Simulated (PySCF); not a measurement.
Problem. Give a PBE0-D3(BJ)/def2-SVP geometry of InChI=1S/C3H7NSi/c1-3-5(2)4/h1,5H,4H2,2H3/t5-/m1/s1.

Solution. 
```xyz
12
C3H7NSi angstrom
C      2.3306    1.3040   -0.8499
C      1.3358    0.7777   -0.3863
Si    -0.1746    0.0032    0.3329
C     -1.6839    0.4307   -0.6819
N      0.0840   -1.7084    0.2894
H      3.2071    1.7705   -1.2637
H     -0.3323    0.5959    1.7027
H     -1.8393    1.5204   -0.6989
H     -1.5653    0.0742   -1.7156
H     -2.5888   -0.0305   -0.2548
H     -0.6682   -2.3309    0.5643
H      0.9786   -2.0744    0.5962
```

Any rigid rotation of these coordinates is as good. Atoms count from 1 in this order. Si3 (SiH silicon) is distorted tetrahedral (angles from 106.0° to 115.4°). N5 (silicon-bound nitrogen) has angles 119.3°, 118.7° and 110.5°, sum 348.6°, 0.23 Å off the plane of its three neighbours. The 2 C–Si bonds span 1.843 Å (C2–Si3, drawn single) to 1.868 Å (Si3–C4, drawn single), a spread of 0.025 Å.

Bonds between heavy atoms (Å): C1≡C2 1.217, C2–Si3 1.843, Si3–C4 1.868, Si3–N5 1.732.

Method: PBE0-D3(BJ)/def2-SVP geometry optimisation, gas phase (PySCF).

Point group: C1 (no symmetry element, even within 0.4 Å). No PBE0-D3(BJ)/def2-SVP frequencies stand behind this structure, so it isn't proved a minimum. One conformer, not necessarily the lowest (C2–Si3–N5–H -174° and 46°).
